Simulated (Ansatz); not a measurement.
Correlation energies of `C[O][Mo]([OH])([F])([F])([F])[O]C` by basis set

```tsv
atom	x (Å)	y (Å)	z (Å)
C1	1.5936	2.2252	0.5936
O2	1.1964	0.9040	0.3821
Mo3	-0.2681	-0.1633	0.5749
O4	0.5894	-1.8399	0.5636
F5	-1.1461	1.4671	0.8941
F6	-1.9870	-0.8581	0.8049
F7	-0.0737	-0.3643	2.4271
O8	-0.5409	-0.4287	-1.2058
C9	-1.1928	-1.4094	-1.9592
H10	0.7101	2.8424	0.7810
H11	2.1237	2.5830	-0.2920
H12	2.2614	2.2621	1.4583
H13	0.7957	-2.2308	1.4188
H14	-0.6275	-2.3434	-1.8785
H15	-2.2011	-1.5596	-1.5625
H16	-1.2329	-1.0864	-3.0005
```

The species carries charge 0 and has multiplicity 1. Correlated methods include outer-core shells of Mo, which these sets cover unevenly. Mo: def2 effective core potential. The structure was optimised at the PBE0-D4/def2-TZVP level. It is one conformer, not always the lowest. Frozen core, restricted reference, Ansatz 0.2.0.

```csv
basis,HF (Eh),MP2 corr.,CCSD corr.,(T),CCSD(T) total
def2-SVP,-669.80625,-1.87825,-1.85196,-0.07577,-671.73398
def2-TZVPP,-670.59647,-2.44991,-2.40289,-0.11831,-673.11767
def2-QZVPP,-670.63079,-2.64967,–,–,–
```
